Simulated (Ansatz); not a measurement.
Calculated with Ansatz (gas phase, PBE0-D4/def2-TZVP geometries, no zero-point term in ΔE). CCSD(T)/CBS adds triple-zeta CCSD(T) − MP2 to the extrapolated MP2 energy (def2 sets, frozen cores). Functionals use def2-TZVPP. One conformer a species, not always the lowest.

Reaction (redistribution): `N[SiH2]BF` + `C[SiH2]OB[SiH3]` → `C[SiH2]O[SiH2]N` + `FBB[SiH3]`

```json
{"level": "r2SCAN-D4", "ΔE (eV)": "-0.15"}
{"level": "PBE0-D4", "ΔE (eV)": "-0.08"}
{"level": "PBE", "ΔE (eV)": "0.00"}
{"level": "r2SCAN", "ΔE (eV)": "-0.15"}
```

Question: What does CCSD(T)/CBS give? (Best estimate.)

Answer: Computed: -0.14 eV. The listed levels differ from it by -0.01, 0.06, 0.14, -0.01 eV.

Largest T1 diagnostic among the species: 0.014.

From PBE to PBE0 (25 % exact exchange), in def2-TZVPP and without D4, ΔE moves by −0.07 eV. In def2-TZVPP, CCSD(T) changes the Hartree–Fock value by +0.16 eV (the triples alone add +0.04 eV) and MP2 by +0.12 eV.
